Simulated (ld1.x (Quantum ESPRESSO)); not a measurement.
# Cutoff test, iron, ultrasoft

* Element: Fe
* Generator: ld1.x (Quantum ESPRESSO) 7.5
* Type: ultrasoft
* Functional: PW91
* Relativity: scalar-relativistic
* Frozen core: [Ar]
* Valence charge: 8
* Reference configuration: 3d6 4s2 4p0
* Partial waves: 4s (bound): rcut 1.75, rcutus 2.15 bohr; 4s channel at 0.05 Ry: rcut 1.75, rcutus 2.15 bohr; 4p (bound, empty): rcut 3.30, rcutus 3.60 bohr; 4p channel at 0.3 Ry: rcut 3.30, rcutus 3.60 bohr; 3d (bound): rcut 0.75, rcutus 0.85 bohr; 3d channel at 0.2 Ry: rcut 0.75, rcutus 0.85 bohr
* Local potential: all-electron potential smoothed inside 2.95 bohr (lloc = -2)
* Core correction: Bessel-smoothed model core inside 0.65 bohr
* Augmentation charge: built from norm-conserving waves at rcut, not smoothed further

The pseudo-atom Hamiltonian at the reference potential is diagonalised in spherical Bessel functions j_l(qr) that vanish at 20 bohr, with q² up to the cutoff. All-electron valence levels (Ry): 4s -0.3930, 4p -0.1010, 3d -0.5571.

How do the lowest levels (Ry) of each channel move with the cutoff, and are there ghosts?

| cutoff (Ry) | s #1 | p #1 | d #1 | f #1 | f #2 | Σ f·Δε (mRy) |
| --- | --- | --- | --- | --- | --- | --- |
| 8 | -0.3927 | -0.1010 | 0.0593 | 0.1166 | 0.2339 | 3699.6 |
| 21 | -0.3930 | -0.1010 | 0.0579 | 0.1166 | 0.2339 | 3690.6 |
| 50 | -0.3931 | -0.1010 | 0.0212 | 0.1166 | 0.2339 | 3470.5 |
| 90 | -0.3931 | -0.1010 | -0.4616 | 0.1166 | 0.2339 | 573.2 |
| 180 | -0.3931 | -0.1010 | -0.5562 | 0.1166 | 0.2339 | 5.9 |
| 350 | -0.3931 | -0.1010 | -0.5572 | 0.1166 | 0.2339 | 0.2 |
| 400 | -0.3931 | -0.1010 | -0.5572 | 0.1166 | 0.2339 | 0.0 |

Result: no extra level below or beside the all-electron valence levels (s, p, d, f tested); 10 mRy is reached at 160 Ry and 1 mRy at 260 Ry.

Its largest configuration-test error is -1484 meV.
